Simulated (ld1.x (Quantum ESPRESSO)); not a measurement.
## O: one change to an ultrasoft potential, before and after

```
Element                 : oxygen (O)
Generator               : ld1.x (Quantum ESPRESSO) 7.5
Type                    : ultrasoft
Functional              : PBEsol
Relativity              : scalar-relativistic
Frozen core             : [He]
Valence charge          : 6
Reference configuration : 2s2 2p1 (charge +3)
Partial waves           : 2s (bound): rcut 0.55, rcutus 0.70 bohr; 2s channel at -3.6 Ry: rcut 0.55, rcutus 0.70 bohr; 2p (bound): rcut 1.55, rcutus 1.95 bohr; 2p channel at 0.45 Ry: rcut 1.55, rcutus 1.95 bohr
Local potential         : all-electron potential smoothed inside 0.85 bohr (lloc = -2)
Core correction         : Bessel-smoothed model core inside 0.65 bohr
Augmentation charge     : PSQ, radius 0.40 bohr
```

All-electron outer shells of the reference configuration (PBEsol, scalar-relativistic, ld1.x):

```
shell  level (eV)  outermost node (bohr)  outermost maximum (bohr)
   2s      -79.23                   0.27                      0.81
   2p      -64.76                      –                      0.70
```

Change: wave 2p channel at 0.45 Ry: rcut 1.55, rcutus 1.95 bohr becomes 2p channel at -1.3 Ry: rcut 1.55, rcutus 1.95 bohr.

Cutoffs: the cutoffs (Ry, on a coarse ladder) from which the occupation-weighted sum of valence levels, in a spherical-Bessel basis at the reference potential, stays within 10 and 1 mRy of its value at 400 Ry; they do not see the model core or the augmentation charge, which bear on the density cutoff. Errors are all-electron minus pseudo energies relative to the spin-unpolarised reference configuration.

Q: How do hardness, ghosts and transferability respond?

A: The potential gets neither clearly harder nor softer (70 Ry and 140 Ry → 70 Ry and 140 Ry); of the 7 tests that both files solve, the error grows in 0 and shrinks in 7 by more than 15 % and 0.3 meV (median size 187.1 → 37.7 meV); the range in which the p phases agree narrows (upper end at the end of the scan → 2.8); neither file shows a bound ghost.

| quantity | base | changed |
| --- | --- | --- |
| cutoff, loose | 70 Ry | 70 Ry |
| cutoff, tight | 140 Ry | 140 Ry |
| bound ghosts | none | none |
| error for 2s2 2p4, meV [ΔE -103.54 eV] | +187 | +38 |
| error for 2s2 2p3, meV [ΔE -87.18 eV] | +88 | +13 |
| error for 2s2 2p2, meV [ΔE -53.71 eV] | +26 | +9.6 |
| error for 2s0 2p6, meV [ΔE -73.80 eV] | +737 | +510 |
| error for 2s2 2p3.5, meV [ΔE -97.29 eV] | +134 | +21 |
| error for 2s1 2p5, meV [ΔE -88.69 eV] | +410 | +223 |
| error for 2s1 2p4, meV [ΔE -72.05 eV] | +301 | +198 |
| s: phases at 2.15 bohr within 0.05 rad from the reference energy up to (Ry; the scan ends near 5) | to the end of the scan | to the end of the scan |
| p: phases at 2.15 bohr within 0.05 rad from the reference energy up to (Ry; the scan ends near 5) | to the end of the scan | 2.8 |
| lowest overlap eigenvalue by channel | s 0.57, p 0.73 | s 0.57, p 0.75 |
